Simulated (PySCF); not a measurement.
## Continuum solvent and chemical shifts

Atoms are numbered as in `[CH3:1][c:2]1[cH:3][cH:4][c:5]([C:6]([F:7])([F:8])[F:9])[cH:10][o+:11]1`. Hydrogens are named by the atom that carries them.

GIAO PBE0/pcSseg-1 in PySCF 2.14 on one PBE0-D3(BJ)/def2-SVP conformer, non-relativistic, equivalent nuclei averaged. Solvents enter as an IEF-PCM continuum (cyclohexane with ε = 2.0, acetone with ε = 20.5) around the gas-phase geometry. Shifts are referred to TMS, CFCl3 computed in the same medium.

In cyclohexane, δ in ppm: C2 193.8, C10 169.1, C4 163.0, C5 136.7, C3 133.6, C6 124.5, C1 25.4, F7/F8/F9 -76.5, H(C10) 9.46, H(C4) 9.31, H(C3) 8.45, H(C1) 3.53. Dipole moment 8.25 D.

Question: How does each δ change in the more polar medium?

Answer: 
```csv
atoms,environment,"Δδ, acetone"
C2,substituted aromatic carbon next to the ring oxygen,+0.9
C10,aromatic CH next to the ring oxygen,+1.1
C4,aromatic CH,+0.5
C5,substituted aromatic carbon,-0.8
C3,aromatic CH,+1.2
C6,CF3 carbon,+1.1
C1,methyl carbon on an aromatic ring,+0.4
F7/F8/F9,fluorine of a CF3 group,-1.5
H(C10),hydrogen on an aromatic CH next to the ring oxygen,+0.06
H(C4),hydrogen on an aromatic CH,+0.06
H(C3),hydrogen on an aromatic CH,+0.13
H(C1),hydrogen on a methyl carbon on an aromatic ring,-0.05
```

Changes are relative to cyclohexane. The dipole moment becomes 8.66 D in acetone.

Question: Which nuclei move most (in ppm), and what does the model miss?

Answer: F7/F8/F9 (fluorine of a CF3 group, -1.5 ppm) in acetone. A continuum only polarises the solute; specific hydrogen bonds, the anisotropy of aromatic solvents and changes of geometry or conformer are outside it, as are counter-ions.
